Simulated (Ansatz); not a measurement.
Computed with Ansatz on PBE0-D4/def2-TZVP structures; ΔE is electronic, products minus reactants. CBS: MP2 limit from def2 TZ/QZ plus the TZ coupled-cluster correction, frozen cores. This one scheme is used for every species. DFT in def2-TZVPP. Triplets are unrestricted, without spin–orbit coupling. def2 core potentials past Kr. For W outer-core shells are correlated without core-valence functions, which leaves a few kJ/mol of doubt a bond. Each species was taken in one conformer, which may not be the lowest.

`C[O][W](=[NH])(=[NH])[F]` → `[CH2]` (triplet) + `[NH]=[W](=[NH])([OH])[F]`  (formal loss of a carbene)

(1) Is it downhill or uphill in electronic energy at CCSD(T)/CBS, and by how much? (Estimate.)

(2) What do these levels give: r2SCAN-D4, PBE0-D4, BHLYP-D4, B2PLYP, PBE-QIDH, PBE, BHLYP, LC-ωPBE, RPA@PBE/def2-TZVPP, CCSD(T)/def2-SVP, HF/CBS(def2), CCSD/CBS(def2)? (An estimate is asked.)

Largest T1 diagnostic among the species: 0.020, so the coupled-cluster value is less sure than usual.

Answers

(1) Computed: Uphill: ΔE = +92.7 kcal/mol.

(2) The calculation gave: r2SCAN-D4 87.8, PBE0-D4 92.3, BHLYP-D4 89.9, B2PLYP 91.6, PBE-QIDH 91.8, PBE 93.3, BHLYP 88.0, LC-ωPBE 89.8, RPA@PBE/def2-TZVPP 90.3, CCSD(T)/def2-SVP 91.9, HF/CBS(def2) 60.0, CCSD/CBS(def2) 89.9 kcal/mol.

The D4 term adds +2.4 kcal/mol with B3LYP and +1.3 kcal/mol with PBE0; it sums over pairs of atoms, weighted by their polarisabilities, and B3LYP, whose exchange is more repulsive, gets the larger term. From PBE to PBE0 (25 % exact exchange), in def2-TZVPP and without D4, ΔE moves by −2.3 kcal/mol. In def2-TZVPP, CCSD(T) changes the Hartree–Fock value by +30.9 kcal/mol (the triples alone add +2.8 kcal/mol) and MP2 by +33.2 kcal/mol.

B3LYP here is the variant with VWN-RPA as its local correlation; programs differ in this.
